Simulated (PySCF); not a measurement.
An unknown gives this computed stick spectrum. Computed with TDDFT CAM-B3LYP/def2-SVPD, vertical, gas phase, core orbitals frozen in the response (PySCF). Geometries: GFN2-xTB, one conformer each.

```csv
state,E (eV),f
S1,4.34,0.0018
S2,4.56,0.046
S3,4.99,0.207
S4,6.04,0.192
S5,6.56,0.0043
S6,6.85,0.141
S7,7.06,0.110
S8,7.17,0.039
```

Triplets computed (Tamm–Dancoff): 2.95, 3.65, 3.99 eV.

Question: Which structure fits? All have the formula C6H10N2.
A. `CCc1cn(C)cn1`
B. `C#CCNN=C(C)C`
C. `C=C/C(CC)=N\N=C`

Answer: C. Its S1, at 4.34 eV, is the lowest among the candidates; the nearest of the others has S1 at 5.80 eV. S1 is HOMO-1→LUMO (93%). Löwdin shares by element: HOMO nitrogen 47%, carbon 27% or more (atoms not listed hold the other 26%); LUMO carbon 55% or more, nitrogen 17% or more (atoms not listed hold the other 28%). At the same level the other candidates give, for their lowest levels:
- `C#CCNN=C(C)C`: 5.80 eV (f 0.012); 6.14 eV (f 0.208); 6.26 eV (f 0.157); 6.45 eV (f 0.003); 6.61 eV (f 0.005); T1 4.02 eV; HOMO -7.45, LUMO 1.22 eV
- `CCc1cn(C)cn1`: 6.08 eV (f 0.007); 6.28 eV (f 0.122); 6.68 eV (f 0.003); 6.77 eV (f 0.038); 6.97 eV (f 0.009); T1 4.44 eV; HOMO -7.59, LUMO 1.15 eV

Conformer computed: `[CH2:1]=[CH:2]/[C:3]([CH2:4][CH3:5])=[N:6]\[N:7]=[CH2:8]`: C1–C2–C3–C4 167°, C2–C3–C4–C5 -72°, C3–N6–N7–C8 -107°.
